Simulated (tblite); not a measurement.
Species: C8H9ClSi.
Cartesian coordinates in Å at the GFN2-xTB level; atoms count from 1:
```xyz
19
C8H9ClSi angstrom
C      4.9761    1.5175   -0.1475
C      3.8934    1.0282   -0.3454
C      2.6777    0.4657   -0.5682
C      1.5839   -0.0025   -0.7775
C      0.3103   -0.6280   -0.9922
Cl     0.6161   -2.3545   -1.5293
C     -0.5484   -0.6175    0.2511
C     -1.9701   -1.1882    0.0626
C     -2.7989   -0.0637    0.7185
Si    -1.2681    1.0765    0.8176
H      5.9177    1.9447    0.0246
H     -0.2077   -0.1657   -1.8379
H     -0.0136   -1.1421    1.0454
H     -2.1088   -2.1620    0.5296
H     -2.2095   -1.2896   -0.9953
H     -3.6419    0.2647    0.1151
H     -3.1945   -0.3614    1.6875
H     -1.1913    2.1314   -0.1923
H     -0.8321    1.5557    2.1259
```

All values are computed: GFN2-xTB (tblite) harmonic vibrations without scaling, gas phase. This tight-binding method is rough: wavenumbers can miss measured ones by several per cent, in bad cases by 10 to 20. Modes of hydrogen on silicon can be 10 to 20 % off. One conformer, not necessarily the lowest.

Harmonic wavenumbers (cm⁻¹): 36.1, 44.5, 65.1, 93.8, 126.0, 170.9, 194.5, 246.4, 322.6, 375.3, 379.1, 382.3, 400.1, 431.2, 481.3, 537.4, 612.6, 636.2, 638.5, 669.1, 696.8, 723.9, 757.2, 766.4, 805.0, 880.9, 978.0, 1025.7, 1077.2, 1100.1, 1133.3, 1167.4, 1177.4, 1203.2, 1219.7, 1242.4, 1285.2, 1317.9, 1469.0, 1495.8, 2217.4, 2272.9, 2293.2, 2338.9, 2907.1, 2962.4, 2990.6, 3007.8, 3008.8, 3017.5, 3404.9.

A = 1305, B = 562.8, C = 404.3 MHz; mass 168.016 u (most abundant isotopes); point group C1, symmetry number 1.

Zero-point energy?

½Σν̃ = 29394 cm⁻¹ = 84.04 kcal/mol.

What is S at 500 K and 1 bar for an ideal gas of classical rigid rotors and harmonic oscillators?

Translation 43.86, rotation 32.90, vibration 63.08: S = 139.8 cal/(mol K).

And Cp and H(500 K) − H(0)?

Cp = 63.71 cal/(mol K), of which vibrations give 55.76 (their classical limit is 51 R = 101.3); H(500 K) − H(0) = 19.45 kcal/mol without the zero-point energy, 15.48 from vibrations.

Blend soft modes into free rotors: weight 1/[1 + (100 cm⁻¹/ν̃)⁴] for the oscillator and the rest for a rotor with moment μB/(μ + B), μ = h/(8π²ν), B = 10⁻⁴⁴ kg m². What vibrational entropy results?

56.90 cal/(mol K) in place of 63.08, which changes −T·S at 500 K by +3.09 kcal/mol.

How do the functions run with temperature in this model?

```json
{"T (K)": "50", "S (cal/(mol K))": "64.0", "Cp (cal/(mol K))": "15.6", "H − H(0) (kcal/mol)": "0.57", "G − H(0) (kcal/mol)": "-2.63", "ln q(vib)": "1.04"}
{"T (K)": "100", "S (cal/(mol K))": "76.7", "Cp (cal/(mol K))": "21.8", "H − H(0) (kcal/mol)": "1.51", "G − H(0) (kcal/mol)": "-6.17", "ln q(vib)": "2.84"}
{"T (K)": "298.15", "S (cal/(mol K))": "111.6", "Cp (cal/(mol K))": "45.9", "H − H(0) (kcal/mol)": "8.26", "G − H(0) (kcal/mol)": "-25.01", "ln q(vib)": "9.65"}
{"T (K)": "373.15", "S (cal/(mol K))": "122.7", "Cp (cal/(mol K))": "53.5", "H − H(0) (kcal/mol)": "11.99", "G − H(0) (kcal/mol)": "-33.80", "ln q(vib)": "12.12"}
{"T (K)": "750", "S (cal/(mol K))": "168.5", "Cp (cal/(mol K))": "77.3", "H − H(0) (kcal/mol)": "37.22", "G − H(0) (kcal/mol)": "-89.14", "ln q(vib)": "23.56"}
{"T (K)": "1000", "S (cal/(mol K))": "192.0", "Cp (cal/(mol K))": "86.1", "H − H(0) (kcal/mol)": "57.72", "G − H(0) (kcal/mol)": "-134.28", "ln q(vib)": "30.17"}
```

q(vib) and H(0) count from the zero-point level.

Hindered rotation and anharmonicity are outside this model. Other conformers, if any are populated, would add a mixing term that is left out. The structure is chiral; the term R ln 2 for an equal mix with its mirror image is left out.
